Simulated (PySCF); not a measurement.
**Polarisability and C₆ of Te (tellurium, neutral)**

[Kr] 4d10 5s2 5p3 6s1, high-spin 5S determinant (an excited configuration). Computed with PySCF 2.14 in aug-cc-pVQZ-PP with ECP28MDF, with scalar relativity through the core potential. Coupled (time-dependent) response in atomic units; α is the mean over directions.

```
 method  mean α (bohr³)  C₆ (like pair)   S(−4)
LC-wPBE           839.5           18630  730700
```

S(−4) is the Cauchy moment in α(ω) = α(0) + S(−4) ω² + …

α(iu) at LC-wPBE:

```
u (hartree)  α(iu) (bohr³)
          0          839.5
     0.0500          274.5
      0.100          103.2
      0.200          40.73
      0.300          25.63
      0.500          14.32
      0.750          8.526
       1.00          5.721
       1.50          3.188
       2.00          2.093
       3.00          1.140
       5.00         0.5018
```

A single London oscillator, α(iu) = α/(1 + u²/ω²), gives C₆ = (3/4) ω α². Matching the computed C₆ needs ω = 4 × 18630 / (3 × 839.5²) = 0.0352 hartree.

Energies and moments cover only the electrons outside the core potential. The outer electron is Rydberg-like, and this basis confines it to a smaller radius and binds it less than a complete one would.
